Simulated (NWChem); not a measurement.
# Total energies of Ga2

```xyz
2

Ga     0.0000     0.0000     1.2227
Ga     0.0000     0.0000    -1.2227
```
Charge 0, spin multiplicity 3.

Everything below was run with NWChem. Structure: optimised with UPBE0/def2-SVP, a minimum by its harmonic frequencies.

Basis set: 6-31G* (64 functions).

```tsv
method	total energy (Ha)
UHF	-3845.89684
UMP2	-3846.34656
UB2PLYP	-3848.39158
UPBE	-3848.54189
UB3LYP	-3849.21612
UPBE0	-3848.60698
```

Total energies of different functionals aren't comparable as a measure of quality: only differences taken within one method are. 

The Hamiltonian is non-relativistic. The correlated methods keep 18 core orbitals frozen. B3LYP has NWChem's definition, with VWN1-RPA local correlation. The Pople sets run with spherical d functions. This spin state was chosen for the runs; another may lie lower. The structure started from a generated list of species. The unpaired electrons of the parent sit in orbitals of symmetry b2u and b3u (D2h labels of the run); other states weren't searched. The stability of the SCF solutions was not checked. Open-shell Hartree-Fock references start from PBE0 orbitals.
